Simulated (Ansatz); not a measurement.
One arrangement of a pair

The pair of Cu⁺ (SMILES [Cu+], atom 1) and Cl₂ (SMILES ClCl, atoms 2–3), both closed shells, in one local arrangement (a lower one may exist), relaxed at PBE0-D4/def2-TZVP:

```
atom    x (Å)    y (Å)    z (Å)
 Cu1   0.1028  -0.8362  -1.5548
 Cl2   0.0027  -0.0218   1.6698
 Cl3  -0.1055   0.8580  -0.1151
```

Ansatz 0.2.0; basis: def2-TZVPPD, with def2-QZVPPD for the basis limit; cores frozen in the correlated methods. The 3s and 3p shells of Cu and Zn are frozen; filled d shells are correlated. B3LYP uses VWN-RPA correlation. Extrapolation: Hartree–Fock as exp(−7.88 √X), correlation as X^−2.97. Interaction energies count from these two fragments, frozen as in the pair, with the counterpoise correction; negative means bound.

Q: What is the interaction energy by CCSD(T) at an estimated basis limit (MP2 extrapolated from triple and quadruple zeta, plus CCSD(T) − MP2 in triple zeta)? (An estimate is asked for; the value comes from the calculation.)

A: By the calculation: -23.86 kcal/mol. Hartree–Fock alone gives -9.78 kcal/mol at the basis limit. It counts from the two fragments frozen as in the pair.

The same quantity by other methods in triple zeta, and each one's difference from that estimate:
```
   method  E_int (kcal/mol)  difference
   PBE-D4            -33.30       -9.43
revPBE-D4            -30.12       -6.26
  BLYP-D4            -32.46       -8.60
r2SCAN-D4            -32.67       -8.81
   B97M-V            -30.78       -6.92
  PBE0-D4            -26.82       -2.96
 B3LYP-D4            -27.69       -3.83
 HSE06-D4            -26.75       -2.89
  wB97X-V            -24.55       -0.69
  wB97M-V            -24.57       -0.71
   B2PLYP            -23.99       -0.13
       HF             -9.17       14.69
      MP2            -20.83        3.04
     CCSD            -17.77        6.09
  CCSD(T)            -19.46        4.40
```
Differences are method less estimate.

Q: Which atoms make the shortest contact between the fragments?

A: Cu1 and Cl3, 2.23 Å apart.

Basis-set superposition shift (counterpoise-corrected less uncorrected): CCSD(T) 1.61; MP2 1.46; HF 0.35; PBE0-D4 0.37; wB97M-V 0.33 kcal/mol.

The T1 diagnostic stays at or below 0.018.

For scale, one of the runs: CCSD(T)/def2-TZVPPD, 169 basis functions, launched by `ansatz run in.yaml --threads 2 --pin off --events-out ev --progress --plain --max-ram 5222MiB`. The run took 18 s on 2 CPU threads of an Arm Neoverse V1 (shared host), with 0.89 GiB of host memory at its peak.
